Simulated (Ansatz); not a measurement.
System: C₂H₆BO, charge 0, multiplicity 2. It need not be the lowest isomer of its formula. 
Coordinates optimised at B3LYP-D3(BJ)/def2-TZVP (Ansatz, a program for electronic structure):
SMILES: CO[B]C
```xyz
10

C      1.9177    -0.3018    -0.5644
B      0.6518     0.1803     0.2116
O     -0.5976    -0.1244    -0.1357
C     -1.7587     0.3149     0.5719
H      2.5742    -0.8746     0.0960
H      1.6617    -0.9218    -1.4306
H      2.5042     0.5550    -0.9064
H     -1.4813     0.9296     1.4292
H     -2.3099    -0.5635     0.9068
H     -2.3811     0.8906    -0.1128
```
Charge 0, spin multiplicity 2.

Basis-set convergence of Hartree-Fock and CCSD correlation energies (hartree) with Ansatz. Correlated levels leave the core frozen unless marked. Open shells are spin-unrestricted. No spin-orbit coupling. Non-relativistic.

```csv
basis,functions,E(HF),"E(corr, CCSD)"
def2-SVP,86,-178.62899,-0.57735
def2-TZVPP,208,-178.83533,-0.69835
def2-QZVPP,408,-178.84413,-0.73708
```

Extrapolating the two largest sets (X = 3 and 4) as X^-3: E(corr) = (64·(-0.73708) - 27·(-0.69835))/37 = -0.7653 Eh, an estimate of the basis-set limit. The largest set recovers 96.3 % of it, the smallest 75.4 %.
